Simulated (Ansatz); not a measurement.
`F[SiH](F)Cl` + F• → `F[Si](F)Cl`• + H–F  (hydrogen abstraction from the Si–H bond)

Isolated molecules relaxed with PBE0-D4/def2-TZVP in Ansatz; ΔE leaves out vibrations. CCSD(T)/CBS adds triple-zeta CCSD(T) − MP2 to the extrapolated MP2 energy (def2 sets, frozen cores). This one scheme is used for every species, atoms too. Functionals use def2-TZVPP. B3LYP here is the variant with VWN-RPA as its local correlation; programs differ in this. No spin–orbit coupling; open shells (•) take unrestricted orbitals. Spin–orbit coupling would lower the free atoms: a little for F.

```tsv
level	ΔE (kcal/mol)
B3LYP-D4	-38.5
r2SCANh-D4	-38.6
r2SCANh	-38.7
CCSD/CBS(def2)	-37.0
```

Question: What does CCSD(T)/CBS give? (Best estimate.)

Answer: The calculation gave: -38.9 kcal/mol. The listed levels differ from it by 0.4, 0.3, 0.2, 1.9 kcal/mol.

Question: What do rigid-rotor, harmonic-oscillator terms from PBE0-D4/def2-TZVP frequencies (298.15 K, 1 bar) make of the CCSD(T)/CBS value? (An estimate is asked.)

Answer: The calculation gave: ΔZPE = +0.1 kcal/mol, ΔH = -38.3 kcal/mol, ΔS = 18 J/(mol·K), ΔG = -39.6 kcal/mol. Open shells count their whole term as degenerate.

Largest T1 diagnostic among the species: 0.013.

From BLYP to BHLYP (50 % exact exchange), in def2-TZVPP and without D4, ΔE moves by +14.0 kcal/mol. Leaving LDA and LC-ωPBE aside and taking each functional with its dispersion term where it has one, the values, not all of them listed here, spread over 16.9 kcal/mol, from PBE-D4 to BHLYP-D4. LDA lies −10.2 kcal/mol from PBE without D4. At CCSD(T), def2-SVP lies +9.8 kcal/mol from the extrapolated value and def2-TZVPP +3.0 kcal/mol.

CCSD(T)/CBS has its own doubt, a few kJ/mol and more with outer-core shells, so smaller differences from it don't rank the levels.
